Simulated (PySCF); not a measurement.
**Electric field gradients and quadrupole coupling constants**

C₄H₈N₂O₂Si.
Z-matrix (Å and degrees, GFN2-xTB geometry), rows numbered from 1:
```
C 
O   1  1.4001
Si  2  1.6113  1  128.17
O   3  1.6163  2  113.20  1   -60.17
N   3  1.7499  2  103.55  1  -175.94
C   5  1.3504  3  132.14  2   -41.98
C   6  1.3697  5  107.96  3  -173.91
C   7  1.4056  6  104.12  5     0.43
N   8  1.3133  7  111.03  6    -0.06
H   1  1.0921  2  110.44  3   -66.95
H   1  1.0908  2  110.61  3    53.56
H   1  1.0901  2  107.82  3   173.47
H   3  1.4604  2  112.26  1    65.79
H   4  0.9568  3  117.57  2  -139.66
H   6  1.0703  5  120.35  3     6.85
H   7  1.0707  6  128.21  5  -179.47
H   8  1.0728  7  128.59  6  -179.81
```

Field gradients from the PBE0/pcSseg-1 density (PySCF, non-relativistic), principal values in atomic units, ordered |Vxx| ≤ |Vyy| ≤ |Vzz|:

```
atom      Vxx      Vyy      Vzz
  O2  -0.5238  -1.1828   1.7066
  O4  -0.3313  -1.1115   1.4427
  N5  -0.1026  -0.4741   0.5767
  N9   0.1821   0.8238  -1.0058
```

Problem. Find the asymmetry η = (Vxx − Vyy)/Vzz and the couplings χ = eQV/h (234.96 MHz × Q in barn × V in au), with Q(17O) = −0.0256 b, Q(14N) = 0.02044 b.

Solution. 
| atom | environment | nucleus | η | χzz (MHz) | χxx (MHz) | χyy (MHz) |
| --- | --- | --- | --- | --- | --- | --- |
| O2 | silyl ether oxygen | 17O | 0.39 | -10.27 | 3.15 | 7.11 |
| O4 | silanol oxygen | 17O | 0.54 | -8.68 | 1.99 | 6.69 |
| N5 | pyrrole-type nitrogen | 14N | 0.64 | 2.770 | -0.493 | -2.277 |
| N9 | pyridine-type nitrogen | 14N | 0.64 | -4.831 | 0.874 | 3.956 |

Problem. What is Vzz at N5 in SI units (1 au = 9.71736 × 10²¹ V/m²)?

Solution. 0.5767 au = 5.604 × 10²¹ V/m².

Problem. What couplings would deuterons (Q(2H) = 0.00286 b) have in place of the hydrogens, at this geometry?

Solution. 
| atom | bonded to | bond length (Å) | Vzz (au) | η | χzz (kHz) |
| --- | --- | --- | --- | --- | --- |
| H10 | C1 | 1.092 | 0.2973 | 0.08 | 200 |
| H11 | C1 | 1.091 | 0.2968 | 0.08 | 199 |
| H12 | C1 | 1.090 | 0.3013 | 0.07 | 202 |
| H13 | Si3 | 1.460 | 0.1581 | 0.02 | 106 |
| H14 | O4 | 0.957 | 0.4913 | 0.06 | 330 |
| H15 | C6 | 1.070 | 0.3449 | 0.08 | 232 |
| H16 | C7 | 1.071 | 0.3511 | 0.07 | 236 |
| H17 | C8 | 1.073 | 0.3423 | 0.06 | 230 |

Geometry: GFN2-xTB, one conformer, isolated molecule. GFN2-xTB bond lengths can be off by several hundredths of an ångström, more for odd bonds, and the gradients follow them. With so small a basis the couplings can be 20 % off.
